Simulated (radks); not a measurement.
Task: All-electron atom: the germanium ion Ge3+ in [Ar] 3d10 4p1 (not the ground configuration). Calculated with a radial shooting solver on a logarithmic mesh with Libxc functionals: Dirac Kohn-Sham, PBEsol, spin-unpolarised, spherical densities, point nucleus; open shells fill j = l - 1/2 first. Some entries of the table are withheld. Estimate them.

orbital  occ.  eigenvalue (eV)  r(max) (bohr)
1s1/2       2        -10984.89        0.03074
2s1/2       2        -1405.577         0.1762
2p1/2       2              (1)         0.1392
2p3/2       4              (2)         0.1422
3s1/2       2        -203.5934         0.5429
3p1/2       2        -153.7877            (3)
3p3/2       4        -149.5061            (4)
3d3/2       4         -64.9031         0.5010
3d5/2       6         -64.3088         0.5039
4p1/2       1              (5)          1.840
4p3/2       0              (6)          1.866

Result: 
(1) 2p1/2 eigenvalue (eV): -1254.554
(2) 2p3/2 eigenvalue (eV): -1222.713
(3) 3p1/2 r(max) (bohr): 0.5377
(4) 3p3/2 r(max) (bohr): 0.5462
(5) 4p1/2 eigenvalue (eV): -31.0002
(6) 4p3/2 eigenvalue (eV): -30.6058
